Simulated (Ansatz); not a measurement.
# One elementary step

Start structure (CH$_{4}$ClIn, singlet), relaxed at PBE0-D4/def2-TZVP:

| atom | x (Å) | y (Å) | z (Å) |
| --- | --- | --- | --- |
| In1 | -0.5096 | -0.8644 | -0.4177 |
| Cl2 | 1.0949 | -2.5732 | -0.1705 |
| H3 | -1.9408 | -1.4507 | -1.1430 |
| C4 | 0.2302 | 0.9890 | 0.3306 |
| H5 | 0.4311 | 0.8790 | 1.3973 |
| H6 | 1.1711 | 1.2176 | -0.1715 |
| H7 | -0.4769 | 1.8028 | 0.1748 |

The step: CH₄ClIn ([CH3][InH][Cl]) → CH₃In ([CH3][In]) + HCl; bonds formed: Cl2–H3; bonds broken: In1–Cl2, In1–H3. Computed with Ansatz 0.2.0 (basis: def2-TZVPP and def2-QZVPP); correlated methods freeze the cores. Filled d shells of the heavier atoms are correlated. Core potentials replace the inner electrons of the atoms past krypton. The def2 sets are not built for correlating such inner shells, so the correlated values are less sure here. Extrapolation: Hartree–Fock as exp(−7.88 √X), correlation as X^−2.97. Energies below are by CCSD(T) at an estimated basis limit (MP2 extrapolated from triple and quadruple zeta, plus CCSD(T) − MP2 in triple zeta).

Q: What are the electronic barrier and the energy of the step, from the start structure to the end structure? (An estimate is asked for; the value comes from the calculation.)

A: The calculation gives: Barrier 1.909 eV; step energy 1.165 eV (uphill); reverse barrier, their difference, 0.744 eV. Barrier and step energy count from the start structure, the reverse barrier from the end structure.

The saddle point: One imaginary mode of 932i cm⁻¹.
```
   pair  start (Å)  saddle (Å)  end (Å)
 Cl2–H3       3.38        1.73     1.31
In1–Cl2       2.36        2.76     3.91
 In1–H3       1.71        1.79     2.60
```

Zero-point energy (harmonic, PBE0-D4): ZPE is 1.157 eV at the start and 1.090 eV at the saddle, so the barrier goes from 1.909 to 1.842 eV.

The T1 diagnostic stays at or below 0.017. The restricted Hartree–Fock reference is unstable towards an unrestricted one at one or more of these structures.

Labels in which every atom is bracketed show which atoms are joined, not bond orders.

For scale, one of the runs: CCSD(T)/def2-TZVPP, 179 basis functions, launched by `ansatz run in.yaml --threads 2 --pin off --events-out ev --progress --plain --max-ram 4352MiB`. Time: 26 s of wall clock on 2 CPU threads of an Intel Xeon 6975P-C; the host was shared. Peak host memory: 1.9 GiB.
